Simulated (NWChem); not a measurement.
CH$_{5}$BSe; SMILES B([SeH])C

```xyz
8

B     -0.6425    -1.0207    -0.0006
H     -1.8515    -1.1457     0.0001
C      0.3228    -2.2550    -0.0002
H      0.0919    -2.9027    -0.8751
H      0.1050    -2.8879     0.8891
H      1.4065    -2.0262    -0.0093
Se     0.0806     0.7678    -0.0001
H     -1.2174     1.4907     0.0020
```
Atoms are numbered in this order, from 1.

All runs: NWChem. Pople sets run with spherical d functions. Coordinates come from a PBE-D3(BJ)/def2-SVP optimisation.

For level B97-D/6-31G*:

- highest occupied level (eV) = -6.24
- orbital gap (eV) = 4.82
- dipole (D) = 0.64

Task: Estimate the same quantities for level LC-wPBE (HJS exchange hole, range parameter 0.4 per bohr)/6-31G*.

Result: 
| Item | Value |
|---|---|
| highest occupied level (eV) | -10.06 |
| orbital gap (eV) | 11.61 |
| dipole (D) | 0.86 |
